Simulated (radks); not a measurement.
Species: Si2+. Configuration: [Ne] 3s2 (the NIST ground configuration). Calculated with a radial shooting solver on a logarithmic mesh with Libxc functionals: scalar-relativistic Kohn-Sham, LDA (Slater exchange, VWN5 correlation), spin-unpolarised, spherical densities, point nucleus.

Normalised radial functions P(r) = r R(r), r in bohr:

r	2s	3p
0.01528	0.3340	0.0055
0.01751	0.3701	0.0072
0.0199	0.4057	0.0091
0.0228	0.4447	0.0117
0.02591	0.4819	0.0147
0.02969	0.5207	0.0188
0.03374	0.5553	0.0236
0.03866	0.5882	0.0299
0.04394	0.6133	0.0373
0.05034	0.6312	0.0468
0.05721	0.6368	0.0577
0.06502	0.6284	0.0707
0.0745	0.6005	0.0871
0.08467	0.5527	0.1052
0.097	0.4758	0.1273
0.1102	0.3762	0.1508
0.1263	0.2400	0.1784
0.1436	0.0835	0.2063
0.1645	-0.1101	0.2371
0.1869	-0.3125	0.2657
0.2142	-0.5401	0.2938
0.2434	-0.7548	0.3159
0.2789	-0.9688	0.3317
0.317	-1.1422	0.3365
0.3631	-1.2810	0.3274
0.4127	-1.3574	0.3029
0.4728	-1.3731	0.2574
0.5374	-1.3252	0.1952
0.6157	-1.2140	0.1083
0.6998	-1.0644	0.0086
0.8017	-0.8758	-0.1126
0.9112	-0.6890	-0.2358
1.036	-0.5109	-0.3608
1.186	-0.3462	-0.4869
1.348	-0.2229	-0.5896
1.545	-0.1278	-0.6716
1.756	-0.0690	-0.7146
2.012	-0.0321	-0.7178
2.286	-0.0138	-0.6796
2.62	-0.0049	-0.6002
2.977	-0.0016	-0.4992
3.411	-0.0004	-0.3796
3.877	-0.0001	-0.2703
4.441	0.0000	-0.1712
5.048	0.0000	-0.1008
5.783	0.0000	-0.0510
6.573	0.0000	-0.0237
7.531	0.0000	-0.0090
8.559	0.0000	-0.0031
9.806	0.0000	-0.0008
11.14	0.0000	-0.0002
12.77	0.0000	0.0000
14.51	0.0000	0.0000

2s: eigenvalue -160.09 eV, 1 radial node at r = 0.153 bohr, <r> = 0.570 bohr, 90 % of the charge inside 0.898 bohr. 3p (empty): eigenvalue -20.653 eV, 1 radial node at r = 0.707 bohr, <r> = 2.22 bohr, 90 % of the charge inside 3.36 bohr.
